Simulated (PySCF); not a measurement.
**Interval between two levels of Cd²⁺ by level of theory**

Cd²⁺ [Kr] 4d10 → Cd²⁺ [Kr] 4d9 5p1 [3F4, M_J = 4], as a difference of total energies. All numbers are calculated (PySCF 2.14, the two-component X2C-1e Hamiltonian, in x2c-TZVPall-2c (8s9p7d1f, 77 functions)). Correlated levels: [Ar] 3d10 frozen; the 6 highest virtual spinors dropped. "Screened" scales the spin-orbit matrix elements by Boettger's factors to mimic the two-electron term; Breit and QED terms are absent.

```tsv
method	interval between two levels (cm⁻¹)
GHF (spin-free)	133750
GMP2 (spin-free)	138960
GHF (screened spin-orbit)	132520
GMP2 (screened spin-orbit)	137740
```

The labels give the starting determinants; with spin-orbit coupling the two ends relaxed to ⟨J²⟩ = 0.00, ⟨L²⟩ = 0.02, ⟨S²⟩ = 0.02 and ⟨J²⟩ = 20.01, ⟨L²⟩ = 12.02, ⟨S²⟩ = 2.02.
